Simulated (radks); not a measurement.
All-electron atom: Cu III in [Ar] 3d9. Calculated with a radial shooting solver on a logarithmic mesh with Libxc functionals: Dirac Kohn-Sham, PBE, spin-unpolarised, spherical densities, finite nucleus; open shells are shared between the two j in proportion to 2j + 1; Fermi nuclear charge, rms radius 3.8823 fm. Some entries of the table are withheld. Estimate them.

| orbital | occ. | eigenvalue (eV) | <r> (bohr) | r(max) (bohr) |
|---|---|---|---|---|
| 1s1/2 | 2 | -8874.489 | 0.05213 | 0.03411 |
| 2s1/2 | 2 | -1087.832 | 0.2350 | 0.1967 |
| 2p1/2 | 2 | -956.1080 | (1) | (2) |
| 2p3/2 | 4 | -935.6134 | (3) | (4) |
| 3s1/2 | 2 | (5) | 0.7098 | 0.6132 |
| 3p1/2 | 2 | -99.3464 | 0.7380 | (6) |
| 3p3/2 | 4 | -96.7447 | 0.7484 | (7) |
| 3d3/2 | 3.6 | -29.8063 | 0.9186 | (8) |
| 3d5/2 | 5.4 | -29.5063 | 0.9248 | (9) |

Answer. 
(1) 2p1/2 <r> (bohr): 0.2041
(2) 2p1/2 r(max) (bohr): 0.1563
(3) 2p3/2 <r> (bohr): 0.2075
(4) 2p3/2 r(max) (bohr): 0.1591
(5) 3s1/2 eigenvalue (eV): -140.2501
(6) 3p1/2 r(max) (bohr): 0.6137
(7) 3p3/2 r(max) (bohr): 0.6216
(8) 3d3/2 r(max) (bohr): 0.5955
(9) 3d5/2 r(max) (bohr): 0.5984
